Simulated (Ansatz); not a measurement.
Consider the isomerisation: `OCO[SiH2][SiH3]` → `O[SiH2]C[SiH2]O`.

Program: Ansatz. Geometries: PBE0-D4/def2-TZVP. ΔE: electronic, gas phase. CCSD(T)/CBS is the MP2 limit (def2-TZVPP, def2-QZVPP) plus CCSD(T) − MP2 in def2-TZVPP, frozen cores. Each species was taken in one conformer, which may not be the lowest.

```csv
species,SCS-MP2/def2-TZVPP energy (Eh)
`OCO[SiH2][SiH3]`,-771.15015
`O[SiH2]C[SiH2]O`,-771.25584
```

Work out ΔE.

ΔE = (-771.25584) − (-771.15015) = -0.10569 Eh = -2.88 eV. CCSD(T)/CBS gives -2.85 eV.

Largest T1 diagnostic among the species: 0.012.

In def2-TZVPP, CCSD(T) changes the Hartree–Fock value by −0.10 eV (the triples alone add +0.00 eV) and MP2 by −0.33 eV. The D4 term adds −0.06 eV with B3LYP and −0.03 eV with PBE0; it sums over pairs of atoms, weighted by their polarisabilities, and B3LYP, whose exchange is more repulsive, gets the larger term.

B3LYP here is the variant with VWN-RPA as its local correlation; programs differ in this.
